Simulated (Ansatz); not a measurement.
**Question.** Predict a relaxed structure of the cluster PtF2 (the lowest singlet isomer of a short search), charge 0, singlet, at PBE-D4/def2-TZVP (Ansatz).

**Answer.** 
```xyz
3

Pt   -0.078   -0.308    0.348
F    -1.593    0.009   -0.666
F     1.671    0.299    0.318
```
Point group C2v (tolerance 0.1 Å). The metal has 2 neighbours: F 1.85 Å, F 1.85 Å. This is one stationary point.

In the def2 sets Pt takes a core potential; there is no spin–orbit coupling. The restricted singlet is unstable: a solution with broken spin symmetry lies lower. At PBE-D4/def2-TZVP a triplet of charge 0 lies 1.02 eV below the restricted singlet, each at its own geometry. The structure comes from a short search, and lower isomers may exist.
